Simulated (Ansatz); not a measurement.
Program: Ansatz. Geometries: PBE0-D4/def2-TZVP. ΔE: electronic, gas phase. CCSD(T)/CBS adds triple-zeta CCSD(T) − MP2 to the extrapolated MP2 energy (def2 sets, frozen cores). This one scheme is used for every species. DFT in def2-TZVPP. B3LYP here is the variant with VWN-RPA as its local correlation; programs differ in this. Each species was taken in one conformer, which may not be the lowest.

`C[SiH](F)BN` + `O[SiH](O)S` → `C[SiH](F)S[SiH](O)O` + `BN`  (cleavage of the Si–B bond)

```csv
level,ΔE (kJ/mol),difference from CCSD(T)/CBS
r2SCAN-D4,-106.4,-2.0
B3LYP-D4,-103.9,0.5
ωB97M-V,-107.6,-3.2
PBE,-92.3,12.1
r2SCAN,-104.9,-0.5
PBE0,-96.3,8.1
MP2/def2-TZVPP,-112.6,-8.2
SCS-MP2/def2-TZVPP,-106.6,-2.2
CCSD/def2-TZVPP,-99.2,5.2
CCSD(T)/def2-TZVPP,-101.6,2.8
HF/def2-QZVPP,-100.9,3.5
MP2/def2-QZVPP,-114.2,-9.8
SCS-MP2/def2-QZVPP,-108.3,-3.9
HF/CBS(def2),-100.9,3.5
MP2/CBS(def2),-115.4,-11.0
CCSD/CBS(def2),-102.0,2.4
CCSD(T)/CBS,-104.4,0
```

Largest T1 diagnostic among the species: 0.012.

The D4 term adds −9.8 kJ/mol with B3LYP and −5.3 kJ/mol with PBE0; it sums over pairs of atoms, weighted by their polarisabilities, and B3LYP, whose exchange is more repulsive, gets the larger term. From PBE to PBE0 (25 % exact exchange), in def2-TZVPP and without D4, ΔE moves by −4.1 kJ/mol.

CCSD(T)/CBS has its own doubt, a few kJ/mol and more with outer-core shells, so smaller differences from it don't rank the levels.
